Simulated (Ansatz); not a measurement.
Input and output for H3InSe3 (`[SeH][In]([SeH])[SeH]`).

```yaml
crystal:
  periodic: [false, false, false]
  atoms:
    - {symbol: Se, position_ang: [-2.723204, -0.154932, -0.597346]}
    - {symbol: In, position_ang: [0.009851, -0.016354, -0.006426]}
    - {symbol: Se, position_ang: [0.851276, 0.466161, 2.619823]}
    - {symbol: Se, position_ang: [1.901428, -0.362133, -2.041198]}
    - {symbol: H, position_ang: [-3.125277, 0.137073, 0.971686]}
    - {symbol: H, position_ang: [2.434195, 0.418955, 2.171570]}
    - {symbol: H, position_ang: [0.720388, -0.564819, -3.169405]}
basis:
  gaussian: {orbitals: def2-mTZVP}
hamiltonian: {xc: {name: RPBE}}
output: {forces: true}
```

```sh
$ ansatz run in.yaml --threads 2 --pin off --events-out ev --progress --plain --max-ram 20480MiB --backend cpu
```

It prints (some lines left out):

```
Functional definition: RPBE
1606 factors; their error is unknown
mean field evaluation 1: about -201262.4079 eV, gradient 2.5e1 eV
mean field evaluation 2: about -201256.5725 eV, gradient 4.7e1 eV
mean field evaluation 4: about -201264.2490 eV, gradient 1.3e0 eV
mean field evaluation 8: about -201264.2513 eV, gradient 8.8e-2 eV
mean field evaluation 16: about -201264.1616 eV, gradient 1.4e-4 eV
mean field -201264.16164483 eV, -7396.3215186991 hartree, gradient 5.7e-5 eV, S^2 0.000000; 0 other end points of the search recorded, 0 dependent functions left out
reference -201264.16169421 eV, -7396.3215205137 hartree; 63, 63 occupied and 90, 90 virtual orbitals, 1606 factors
Total energy: -201264.16169421 eV, -7396.3215205137 hartree
Atom 0 at    -2.723204    -0.154932    -0.597346 Å, force     0.665777     0.416178     2.169901 eV/Å
Atom 1 at     0.009851    -0.016354    -0.006426 Å, force    -0.000014    -0.000026     0.000075 eV/Å
Atom 2 at     0.851276     0.466161     2.619823 Å, force     1.580160    -0.261769    -1.660836 eV/Å
Atom 3 at     1.901428    -0.362133    -2.041198 Å, force    -2.246079    -0.101179    -0.518449 eV/Å
Atom 4 at    -3.125277     0.137073     0.971686 Å, force     0.546494    -0.360197    -1.936616 eV/Å
Atom 5 at     2.434195     0.418955     2.171570 Å, force    -1.978833     0.049770     0.510468 eV/Å
Atom 6 at     0.720388    -0.564819    -3.169405 Å, force     1.432495     0.257222     1.435458 eV/Å
Dipole moment:    -0.000001     0.002457    -0.000507 e Å
```

Hardware: 2 threads of an AMD EPYC 7R13 on a shared host. Wall time 3.4 s, peak host memory 0.51 GiB.
